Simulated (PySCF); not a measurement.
How methods differ on the ionisation energy of Pt

Pt [Xe] 4f14 5d9 6s1 (3D) → Pt⁺ [Xe] 4f14 5d9 (2D), as a difference of total energies. Calculation: PySCF 2.14, in aug-cc-pVDZ-PP with ECP60MDF; a scalar-relativistic core potential. Correlated levels: valence: 5s2 5p6 frozen. The calculations carry no spin-orbit coupling.

```tsv
method	ionisation energy (eV)
UHF	7.575
LDA	9.741
PBE	9.358
PBE0	9.058
M06-L	8.746
HSE06	9.087
TPSSh	9.067
MP2 (valence)	8.922
SCS-MP2 (valence)	8.724
```

Q: How much does correlation contribute at MP2 (valence)?

A: 8.922 − (7.575) = 1.347 eV, measured against UHF.

The reference lies between the lowest fine-structure levels, while these numbers refer to the centres of the terms.

Errors of the correlated levels include the incompleteness of this basis and the frozen core.

For comparison: 8.959 eV (measured; NIST Atomic Spectra Database, ionization energies).
